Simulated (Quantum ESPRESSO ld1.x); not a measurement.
The numbers below are computed, except where a source is named.
Task: Species: Tc III. Configuration: [Kr] 4d4 5s1 (not the ground configuration). Code: ld1.x of Quantum ESPRESSO 7.5. Model: Dirac Kohn-Sham, revPBE, spin-unpolarised, spherical densities, point nucleus; open shells are shared between the two j in proportion to 2j + 1. Some entries of the table are withheld. Estimate them.

orbital,occ.,eigenvalue (eV),r(max) (bohr)
1s1/2,2,-20880.1,0.022
2s1/2,2,-2996.36,0.126
2p1/2,2,-2764.26,(1)
2p3/2,4,-2646.02,(2)
3s1/2,2,(3),(4)
3p1/2,2,-450.080,(5)
3p3/2,4,-430.303,(6)
3d3/2,4,-272.787,0.311
3d5/2,6,-268.984,0.313
4s1/2,2,-93.7093,0.952
4p1/2,2,-67.5343,1.01
4p3/2,4,-64.5411,1.03
4d3/2,1.6,-25.8175,1.24
4d5/2,2.4,-25.4839,1.25
5s1/2,1,-19.8009,2.47

Result: 
(1) 2p1/2 r(max) (bohr): 0.098
(2) 2p3/2 r(max) (bohr): 0.102
(3) 3s1/2 eigenvalue (eV): -539.228
(4) 3s1/2 r(max) (bohr): 0.373
(5) 3p1/2 r(max) (bohr): 0.359
(6) 3p3/2 r(max) (bohr): 0.367
